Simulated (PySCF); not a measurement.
An element was calculated at PBE0 (PySCF 2.14, ECP, a triple-zeta basis, no spin-orbit coupling), in the ground configurations that NIST lists.

```
first ionisation energy    : 10.152 eV
second ionisation energy   : 18.785 eV
third ionisation energy    : 35.141 eV
polarisability of the atom : 36.9 bohr³
```

Q: Which element is it?

A: Mercury (Hg, Z = 80), in aug-cc-pVTZ-PP with one added diffuse shell each of s, p, d, f, g type with ECP60MDF. NIST lists 10.438, 18.757, 34.49 ± 0.05 eV for these ionisation energies.
